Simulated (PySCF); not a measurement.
Bismuth: a sound run and one with changed settings

Sound run: Bi⁺ [Xe] 4f14 5d10 6s2 6p2, Bi²⁺ [Xe] 4f14 5d10 6s2 6p1. Computed with PySCF 2.14 in aug-cc-pVDZ-PP with ECP60MDF (5s4p3d, 32 functions), with scalar relativity through the core potential. The sound run starts from symmetry-adapted Hartree-Fock orbitals and uses a fine grid where one is needed.

A second run was set up differently.

```tsv
species	method	sound run (hartree)	changed run (hartree)	converged
Bi⁺	UHF	-213.28874	-213.28874	yes
Bi⁺	PBE	-214.31658	-214.37197	yes
Bi⁺	MN15	-213.86226	-214.03926	yes
Bi²⁺	UHF	-212.72646	-212.72646	yes
Bi²⁺	PBE	-213.73722	-213.79041	yes
Bi²⁺	MN15	-213.27849	-213.44596	yes
```

Ionisation energy of Bi⁺:

| method | sound run (eV) | changed run (eV) |
| --- | --- | --- |
| UHF | 15.300 | 15.300 |
| PBE | 15.765 | 15.825 |
| MN15 | 15.885 | 16.144 |

What was changed?
A. radial grid too coarse
B. too few SCF iterations
C. all electrons correlated in a valence basis
D. level shift left on

A. It used radial step 0.5 in ln r (0.13 in the sound run). A coarse radial grid mis-integrates the density and the exchange-correlation energy, with errors of either sign; Hartree-Fock needs no grid.
